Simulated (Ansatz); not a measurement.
## Worked example: the enthalpy of C2H5Br + CH2Cl2 → C2H6 + CHBrCl2

Gas-phase species: C2H5Br `CCBr`, singlet; CH2Cl2 (dichloromethane) `ClCCl`, singlet; C2H6 (ethane) `CC`, singlet; CHBrCl2 (bromodichloromethane) `ClC(Cl)Br`, singlet. The partners trade Br for H; both sit on C, so the bond types are kept.

Shapes, held fixed at every level: PBE0-D4/def2-TZVP. Programs: Ansatz 0.2.0. The zero-point and thermal terms to 298 K, harmonic and unscaled (PBE0-D4/def2-TZVP), stand in the table.

At wB97X-V/def2-TZVPP; 1 Eh = 2625.50 kJ/mol:

```
species   energy (Eh)  H(298 K) − E (kJ/mol)  tabulated ΔfH (kJ/mol)
 C2H5Br  -2653.153648                  186.9                   -63.1
 CH2Cl2   -959.598474                   89.3                   -94.7
   C2H6    -79.831122                  207.7                   -83.8
CHBrCl2  -3532.909317                   65.7                   -51.5
```

Q: Work out the reaction enthalpy at 298 K from the calculation and from the table of heats.

A: 
1. Electronic: (-79.831122) + (-3532.909317) − [(-2653.153648) + (-959.598474)] = 0.011683 Eh = +30.7 kJ/mol.
2. Zero-point and thermal: (207.7) + (65.7) − [(186.9) + (89.3)] = -2.8 kJ/mol.
3. Computed ΔH = +27.9 kJ/mol.
4. From the heats of formation (Active Thermochemical Tables): (-83.8) + (-51.5) − [(-63.1) + (-94.7)] = +22.5 kJ/mol.
5. Computed less tabulated: +5.4 kJ/mol. Tabulated heats carry uncertainties of their own.

Relativity is left out for Br.
